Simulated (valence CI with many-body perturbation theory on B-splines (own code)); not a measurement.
# Gd57+: one-electron terms

Level of theory: configuration interaction combined with many-body perturbation theory (CI+MBPT): five valence electrons over a frozen Dirac-Fock core [He], a basis of 9 s, 9 p, 8 d, 6 f, 3 g, 1 h functions for each j, with the one-electron correlation potential Σ1, the two-electron term Σ2, the three-electron term Σ3, Breit, model QED; selected CI, second order for the rest (own B-spline code, finite nucleus).

No measured spectrum was set against this ion. As an estimate, large intervals hold to a few tenths of a per cent, small ones and those within an open d or f shell to about a per cent. Among the levels kept, up to 1200 cm⁻¹ of a level comes from second order outside the variational space, and about a tenth of that is noise between levels of different J, which matters for small intervals.

These are the spectroscopic orbitals of the CI (the correlating ones are not listed), shaped by the core and the other valence electrons. h is the expectation value of the core's Dirac-Fock operator, without the valence repulsion; Σ1 is computed up to l = 3 at one energy for each symmetry, that of its lowest orbital but kept below the first core excitation, so for empty shells it is not the orbital's own correlation shift; Breit and QED include the response of the core.

```csv
Orbital,h (hartree),Σ1 (cm⁻¹),Breit (cm⁻¹),QED (cm⁻¹),⟨r⟩ (bohr)
2s1/2,-523.31,-1434,76217,88878,0.08966
3s1/2,-227.81,-351,20858,25292,0.2100
4s1/2,-126.35,-137,8249,10300,0.3827
5s1/2,-80.103,-67.7,4115,5171,0.6067
2p1/2,-517.55,-3830,152609,1511,0.07452
3p1/2,-226.15,-860,40348,138,0.1962
4p1/2,-125.66,-329,15974,36.4,0.3702
5p1/2,-79.755,-161,7949,14.8,0.5955
2p3/2,-488.3,-2616,54136,10663,0.08077
3p3/2,-217.47,-591,14761,2778,0.2051
4p3/2,-122.03,-227,6900,1118,0.3820
5p3/2,-77.905,-112,3467,561,0.6100
3d3/2,-216.78,-267,1413,-233,0.1739
4d3/2,-121.73,-115,774,-58.3,0.3519
5d3/2,-77.754,-59.4,388,-21.8,0.5812
3d5/2,-214.27,-234,462,868,0.1769
4d5/2,-120.67,-100,253,401,0.3555
5d5/2,-77.21,-51.6,120,213,0.5855
4f5/2,-120.54,-21.1,7.8,-120,0.3064
5f5/2,-77.152,-12.0,6.5,-58.6,0.5371
4f7/2,-120.03,-20.0,2.3,107,0.3083
5f7/2,-76.89,-11.3,1.9,57.7,0.5393
5g7/2,-76.871,,0.0,-38.1,0.4711
5g9/2,-76.716,,0.0,30.6,0.4725
```

Among the shells of the start configuration 2s2 2p3, Σ1 is largest in size for 2p1/2, where it is 0.0034 % of h.

Lowest root of each symmetry, sizes in configuration state functions:

```csv
J,Parity,Roots,Reference,Variational,Second order,Change by selected CI (cm⁻¹),Change by second order (cm⁻¹)
1/2,even,12,62,40000,118667,-41262,-39
3/2,even,16,89,39991,201628,-42259,-372
5/2,even,13,81,39997,282769,-34718,-474
7/2,even,5,46,39995,189976,-37589,-405
9/2,even,2,22,38351,143974,-37145,-16
1/2,odd,11,64,40000,130626,-34308,-43
3/2,odd,16,95,39998,197744,-33735,-192
5/2,odd,10,77,39993,272585,-32791,-450
7/2,odd,5,46,40000,203870,-35915,-451
9/2,odd,2,17,39999,84663,-29902,-66
```
